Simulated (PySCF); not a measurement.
Geometry:
```tsv
atom	x (Å)	y (Å)	z (Å)
C1	2.793	0.164	-0.656
C2	2.179	-0.938	-0.257
Si3	0.619	-0.989	0.804
O4	0.668	-0.035	2.122
N5	-0.678	-0.462	-0.204
C6	-0.813	-0.815	-1.595
C7	-1.857	0.150	0.358
C8	-1.865	1.647	0.163
N9	-0.932	2.353	-0.284
H10	3.694	0.149	-1.253
H11	2.425	1.147	-0.403
H12	2.608	-1.890	-0.544
H13	0.426	-2.287	1.450
H14	0.805	0.906	2.045
H15	-1.131	0.051	-2.183
H16	0.146	-1.159	-1.973
H17	-1.552	-1.614	-1.735
H18	-1.893	-0.040	1.435
H19	-2.767	-0.278	-0.082
H20	-2.776	2.156	0.467
H21	-0.110	1.804	-0.551
```

[PySCF: PBE0/pcSseg-1 with gauge-including orbitals; geometry from GFN2-xTB; non-relativistic Hamiltonian; a single conformation; gas phase; equivalent nuclei averaged]

Shifts are taken against calculated references (same method and geometry level): ¹³C, ¹H, ²⁹Si against TMS; ¹⁷O against H2O; NH3 for ¹⁵N.

| atoms | nucleus | count | δ (ppm) |
| --- | --- | --- | --- |
| C2 | ¹³C | 1 | 146.1 |
| H11 | ¹H | 1 | ? |
| C7 | ¹³C | 1 | 57.7 |
| H19 | ¹H | 1 | 3.04 |
| N9 | ¹⁵N | 1 | ? |
| H15/H16/H17 | ¹H | 3 | 2.41 |
| Si3 | ²⁹Si | 1 | ? |
| C1 | ¹³C | 1 | 142.1 |
| H14 | ¹H | 1 | 1.51 |
| C6 | ¹³C | 1 | 36.8 |
| O4 | ¹⁷O | 1 | ? |
| N5 | ¹⁵N | 1 | 29.3 |
| H13 | ¹H | 1 | 4.87 |
| H18 | ¹H | 1 | ? |
| H10 | ¹H | 1 | 6.69 |
| H20 | ¹H | 1 | 7.89 |
| C8 | ¹³C | 1 | 175.6 |
| H12 | ¹H | 1 | ? |
| H21 | ¹H | 1 | 11.68 |

Complete the table.

Answers


- H12: 6.56 ppm, hydrogen on a carbon bonded to C, Si
- H11: 6.40 ppm, hydrogen on a carbon bonded to C
- H18: 3.84 ppm, hydrogen on a carbon bonded to C, N
- Si3: -33.0 ppm, silicon bonded to C, N, O, H
- O4: 39.3 ppm, oxygen bonded to Si, H
- N9: 343.3 ppm, nitrogen bonded to C, H

The OH or NH signal is concentration- and solvent-dependent in practice; the value given is the gas-phase one. Shifts are as computed. Against solution values, carbons near 30 ppm lie about +3 ppm off and those near 130 ppm about +5 ppm. Of 1309 compounds with measured shifts, 239 miss one by over three times the rms of a fit or turn the order of signals round; such compounds aren't used in these exercises. Experimental scales use liquid or dissolved standards, which lie at an offset from isolated NH3 (liquid NH3: subtract about 20 ppm) and H2O (liquid H2O: subtract about 36 ppm). Unscaled 15N shifts of sp2 nitrogen come out 20 to 40 ppm too high even then.
